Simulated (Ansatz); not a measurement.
Species: sum formula GeCl$_{2}$F, charge 0, multiplicity 2. It need not be the lowest isomer of its formula. SMILES: [Cl][Ge]([F])[Cl]
Geometry: optimised at B3LYP-D3(BJ)/def2-TZVP (Ansatz, a first-principles code).

Parts of the frozen-core correlation energy in 6-31G* (Ansatz, hartree). Frozen orbitals: 25; correlated occupied orbitals by spin: 13 and 12; virtual: 50 and 51. Open shells are spin-unrestricted. Spin-orbit coupling is left out. Non-relativistic.

| term | value |
|---|---|
| reference (HF) | -3093.57765 |
| MP2 opposite-spin | ? |
| MP2 same-spin | -0.13832 |
| CCSD correlation | ? |
| (T) | ? |
| T1 diagnostic | 0.016 |
| largest doubles amplitude | 0.032 |
| <S^2> of the reference | 0.759 |

**Question.** Complete the blanks.

**Answer.** 
- MP2 opposite-spin, value: -0.36222
- CCSD correlation, value: -0.52835
- (T), value: -0.01350
